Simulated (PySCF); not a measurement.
Heteronuclear NMR

Numbering as in the mapped SMILES `[CH3:1][SiH2:2][O:3][SiH:4]([CH3:5])[CH3:6]` (H(Xn): hydrogen on atom n).

- shieldings: GIAO PBE0/pcSseg-1
- structure optimised with GFN2-xTB
- code: PySCF
- non-relativistic Hamiltonian, single conformer, averaged over atoms made equivalent by symmetry, fast rotation or ring inversion, no solvent

Problem. What are the ²⁹Si shifts?

Solution. 
| atoms | environment | σ (ppm) | δ (ppm) |
| --- | --- | --- | --- |
| Si4 | silicon bonded to 2 C, O, H | 355.8 | -12.5 |
| Si2 | silicon bonded to C, O, 2 H | 374.2 | -27.6 |

Shieldings were converted by a linear fit to measured shifts: ²⁹Si: δ = 279.94 − 0.822σ (rms 8.9 ppm, 72 shifts, 25.8 ppm with the 6 outliers that the fit left out vs TMS, solution or neat liquid). A few per cent of atoms miss by over 2 rms, more outside the fitted compound classes.

On a 300 MHz spectrometer ²⁹Si resonates near 59.6 MHz, so 1 ppm is 59.6 Hz.

Problem. Predict the ¹⁷O NMR data.

Solution. 
| atoms | environment | σ (ppm) | δ (ppm) |
| --- | --- | --- | --- |
| O3 | oxygen bonded to 2 Si | 294.7 | -1.8 |

Shieldings were converted by a linear fit to measured shifts: ¹⁷O: δ = 266.70 − 0.911σ (rms 10.7 ppm, 155 shifts, 12.2 ppm with the 3 outliers that the fit left out vs liquid water, solution or neat liquid). A few per cent of atoms miss by over 2 rms, more outside the fitted compound classes.

On a 500 MHz spectrometer ¹⁷O resonates near 67.8 MHz, so 1 ppm is 67.8 Hz.
